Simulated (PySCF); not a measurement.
Species: B2H8P2.
Structure used (PBE0-D3(BJ)/def2-SVP), in Å, numbered top down from 1:
```
atom  x, y, z in Å
B1     0.294    0.354   -1.348
P2     1.312    0.051    0.315
B3    -0.353   -0.031    1.371
P4    -1.256   -0.356   -0.353
H5     0.647   -0.200   -2.364
H6     0.121    1.558   -1.418
H7     2.068   -1.147    0.324
H8     2.304    0.991    0.686
H9    -0.453   -0.850    2.257
H10   -0.613    1.121    1.666
H11   -1.541   -1.719   -0.616
H12   -2.528    0.226   -0.572
```

The calculation used delta-SCF UKS SCAN, pcX-2 on the ionised atom, pcseg-1 elsewhere, spin-free X2C (PySCF). Every row has its own mixed basis.

| ionised atom | basis functions | E(ground) (Eh) | E(ionised) (Eh) |
| --- | --- | --- | --- |
| B1 | 135 | -738.71952 | -731.57852 |
| P2 | 146 | -738.81187 | -659.78136 |

Problem. Turn these total energies into binding energies.

Solution. E(ionised) − E(ground), at 27.2114 eV a hartree:

```json
{"atom": "B1", "environment": "four-coordinate boron", "difference (Eh)": "7.14100", "binding energy (eV)": "194.32"}
{"atom": "P2", "environment": "phosphorus bonded to 2 B and 2 H", "difference (Eh)": "79.03051", "binding energy (eV)": "2150.53"}
```

Problem. How much do the ground-state energies differ, and what would follow from using one of them for all holes?

Solution. They run from -738.8119 Eh (core basis on P2) to -738.7195 Eh (on B1), 0.0924 Eh or 2.51 eV apart, for one and the same state in different bases and grids. Pairing the ion of B1 with the ground state of P2 would put its binding energy 2.51 eV too high.

Only 1s holes are shown. Atoms equivalent by their bonding share one computed value, that of the first of them. Geometry: PBE0-D3(BJ)/def2-SVP; no solvent, vibrations or thermal averaging.

On one thread, Arm Neoverse V2 (shared host), this took 20 s.
